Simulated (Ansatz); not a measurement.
Ansatz (a first-principles code) input (HF/aug-cc-pVQZ):

Ansatz 0.2 input:
```yaml
crystal:
  periodic: [false, false, false]
  atoms:
    - {symbol: O, position_ang: [1.11506267, -0.63151409, 0.04224857]}
    - {symbol: C, position_ang: [-0.00425118, 0.10072162, -0.00984151]}
    - {symbol: O, position_ang: [-0.05471930, 1.29644549, -0.12667575]}
    - {symbol: O, position_ang: [-1.05807806, -0.71860254, 0.08967140]}
    - {symbol: H, position_ang: [1.85528918, -0.01327768, -0.03185832]}
    - {symbol: H, position_ang: [-1.84790459, -0.16168288, 0.04895372]}
basis:
  gaussian:
    orbitals: aug-cc-pVQZ
hamiltonian:
  xc: hf
magnetization: {spin_polarized: true, initial_magnetization: 2}
```

Output:

```
Functional definition: HF
integrals: 0.36 GiB planned
1218 factors; their error is unknown
mean field: 1.93 GiB planned
mean field evaluation 1: about -7166.7442 eV, gradient 2.8e1 eV
mean field evaluation 2: about -7169.5615 eV, gradient 1.7e1 eV
mean field evaluation 4: about -7171.0037 eV, gradient 2.2e0 eV
mean field evaluation 8: about -7171.0920 eV, gradient 1.9e-1 eV
mean field evaluation 16: about -7166.7572 eV, gradient 2.8e1 eV
mean field evaluation 32: about -7172.0690 eV, gradient 3.6e-5 eV
mean field evaluation 64: about -7170.4978 eV, gradient 2.7e0 eV
mean field evaluation 96: about -7170.8220 eV, gradient 5.9e0 eV
mean field evaluation 128: about -7170.1585 eV, gradient 7.0e-1 eV
mean field evaluation 160: about -7169.8126 eV, gradient 4.5e0 eV
mean field evaluation 192: about -7172.0327 eV, gradient 1.4e0 eV
mean field -7172.06898923 eV, -263.5686739513 hartree, gradient 3.1e-6 eV, S^2 2.017271; 4 other end points of the search recorded, 0 dependent functions left out
reference -7172.06898923 eV, -263.5686739513 hartree; 17, 15 occupied and 395, 397 virtual orbitals, 1218 factors
Total energy: -7172.06898923 eV, -263.5686739513 hartree
```

This state (charge 0, triplet) is run at the relaxed geometry of the species with charge 0 and multiplicity 1, and is a spin state other than that species' own.
